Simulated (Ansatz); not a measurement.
Isomers of C2H4InNO, relaxed with PBE0-D4/def2-TZVP in Ansatz; electronic energies, one conformer each and not always the lowest. Functionals use def2-TZVPP; CBS adds triple-zeta CCSD(T) − MP2 to the MP2 limit of def2-TZVPP and def2-QZVPP.

Elements past krypton have def2 core potentials. Outer-core shells of In are correlated without core-valence functions. Spin–orbit coupling is left out.

**Question.** Order them by energy at frozen-core CCSD(T)/CBS, lowest first. (An estimate is asked.)
A. `OC1=[CH][InH][NH]1`
B. `[CH]1=NC[O][InH]1`
C. `C[O][InH][C]#N`

**Answer.** C (0.0 kJ/mol), B (42.7 kJ/mol), A (88.0 kJ/mol).

**Question.** How do r2SCAN-D4, HF/CBS(def2), B2PLYP, MP2/CBS(def2) place them (kJ/mol, against `C[O][InH][C]#N`)? (Best estimate.)

**Answer.** Computed: 
```
              isomer  r2SCAN-D4  HF/CBS(def2)  B2PLYP  MP2/CBS(def2)
`OC1=[CH][InH][NH]1`       57.5         139.3    96.7           78.9
 `[CH]1=NC[O][InH]1`       12.1          92.6    46.7           45.8
```
